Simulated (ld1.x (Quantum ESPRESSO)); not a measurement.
aluminium (Al), PAW: configuration errors across variants

aluminium (Al), PAW, made with ld1.x (Quantum ESPRESSO) 7.5 (LDA (PZ), fully relativistic). Core [He], reference 2s2 2p6 3s2 3p1. Waves: 2s (bound): rcut 1.20, rcutus 1.25 bohr; 3s (bound): rcut 1.20, rcutus 1.25 bohr; 2p (bound): rcut 1.05, rcutus 1.15 bohr; 3p (bound): rcut 1.05, rcutus 1.15 bohr; 3d channel at 0.3 Ry: rcut 1.10, rcutus 1.30 bohr; 3d channel at 2.55 Ry: rcut 1.10, rcutus 1.30 bohr. Local part: all-electron potential smoothed inside 0.85 bohr (lloc = -1). Core correction: Bessel-smoothed model core, default radius (core density twice the valence density). Augmentation charge: PSQ, radius 1.00 bohr.

Open shells are filled in proportion to 2j + 1 (rel_dist='average').

All-electron excitation energies from the reference (eV): (1) 2s2 2p6 3s2 3p0 5.847; (2) 2s2 2p6 3s1 3p0 25.224; (3) 2s2 2p6 3s0 3p0 53.659.

The default core radius of the base comes out at 0.17 bohr.

Tests that are not counted but printed errors over 1 eV. “waves 3d channel at 0.3 Ry: rcut 1.10, rcutus 1.16 bohr; 3d channel at 2.55 Ry: rcut 1.10, rcutus 1.16 bohr”: 2s2 2p5 3s2 3p1 (solver errors, printed error -1412 eV).

2 further variants failed, have other tests or another functional or relativity, and are left out.

Errors AE − PS in meV (a dash: test not solved or not reliable):

```csv
change,(1),(2),(3),bound ghosts
base,+0.2,+0.7,+1.3,not determined
local potential all-electron potential smoothed inside 1.05 bohr (lloc = -1),–,–,–,not determined
"waves 3d channel at 0.3 Ry: rcut 1.10, rcutus 1.16 bohr; 3d channel at 2.55 Ry: rcut 1.10, rcutus 1.16 bohr",+0.2,+0.7,+1.3,not determined
"wave 3d channel at 0.3 Ry: rcut 1.10, rcutus 1.30 bohr becomes 3d channel at 0.08 Ry: rcut 1.10, rcutus 1.30 bohr",+0.2,+0.7,+1.3,not determined
"waves 2p (bound): rcut 1.05, rcutus 1.18 bohr; 3p (bound): rcut 1.05, rcutus 1.18 bohr",+0.2,+0.7,+1.4,not determined
core correction Bessel-smoothed model core inside 0.52 bohr,+0.2,+0.7,+1.3,not determined
local potential all-electron potential smoothed inside 1.00 bohr (lloc = -1),+1.0,+22,-2.5,not determined
```

Question: Give the same row for: augmentation BG, radius 0.75 bohr.

Answer: +0.1, +4.6, +16; bound ghosts: not determined.
